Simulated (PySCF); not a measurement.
# Frontier orbitals and the lowest excitations

Species: C3H9NSi.
Z-matrix (Å and degrees, PBE0-D3(BJ)/def2-SVP geometry), rows numbered from 1:
```
Si
N   1  1.7374
C   2  1.4270  1  122.85
C   3  1.5005  2  118.81  1  -136.97
C   4  1.4996  3   60.08  2   107.76
H   1  1.4946  2  110.30  3    63.37
H   1  1.5022  2  114.62  3   -57.35
H   1  1.4938  2  106.56  3  -177.17
H   2  1.0148  1  117.18  3   150.30
H   3  1.1010  2  116.78  1    76.96
H   4  1.0929  3  116.40  5  -107.72
H   4  1.0931  3  118.35  5   108.71
H   5  1.0928  3  118.27  4  -108.76
H   5  1.0929  3  116.76  4   107.62
```

Level of theory: TDDFT CAM-B3LYP/def2-SVPD, vertical, gas phase, core orbitals frozen in the response (PySCF).

Kohn–Sham orbitals with the atoms that hold most of them (Löwdin shares over 4%, at most four atoms; ? is withheld):

```
orbital  ε (eV)                              atoms
 LUMO+2    1.95  C4 26%, H12 20%, H11 12%, Si1 12%
 LUMO+1    1.66    Si1 42%, H6 13%, H7 13%, H8 10%
   LUMO    1.27                                  ?
   HOMO       ?      N2 51%, C3 10%, Si1 9%, C4 7%
 HOMO-1   -9.61                                  ?
 HOMO-2  -10.25    C5 26%, C4 24%, Si1 11%, C3 10%
 HOMO-3  -10.91     Si1 40%, H8 30%, H6 17%, N2 5%
```

Q: Give the leading atoms of the LUMO.

A: Si1 (bonded to N and 3 H) 38%; H9 (bonded to N) 11%; H8 (bonded to Si) 8%; C3 (bonded to 2 C, N and H) 7%. By element: silicon 38%, hydrogen 19% or more, carbon 7% or more.

Q: Which atoms hold the HOMO-1, and with what shares?

A: C3 (bonded to 2 C, N and H) 32%; C5 (bonded to 2 C and 2 H) 19%; C4 (bonded to 2 C and 2 H) 18%; N2 (bonded to C, Si and H) 11%. By element: carbon 70%, nitrogen 11%.

Q: What is the HOMO energy, and the HOMO–LUMO gap?

A: ε(HOMO) = -8.25 eV; the gap is 9.52 eV (0.3500 hartree).

Q: How does S1 compare with the orbital gap of 9.52 eV?

A: S1 is at 6.22 eV (f = 0.0089), 3.30 eV below the gap, made of HOMO→LUMO (80%), HOMO→LUMO+1 (12%). 

Q: One configuration dominates each of S1 and S8. Which, and how do the shares of the two leading atoms of either orbital change from the occupied to the empty one?

A: 
- S1 (6.22 eV, f 0.0089), HOMO→LUMO (80%): N2 51% → at most 7%, C3 10% → 7%, Si1 9% → 38%, H9 at most 8% → 11%
- S8 (7.92 eV, f 0.012), HOMO-1→LUMO (77%): C3 32% → 7%, C5 19% → at most 7%, Si1 at most 11% → 38%, H9 at most 11% → 11%

Löwdin shares depend on the basis, the more so with diffuse functions.

One conformer stands for the species.
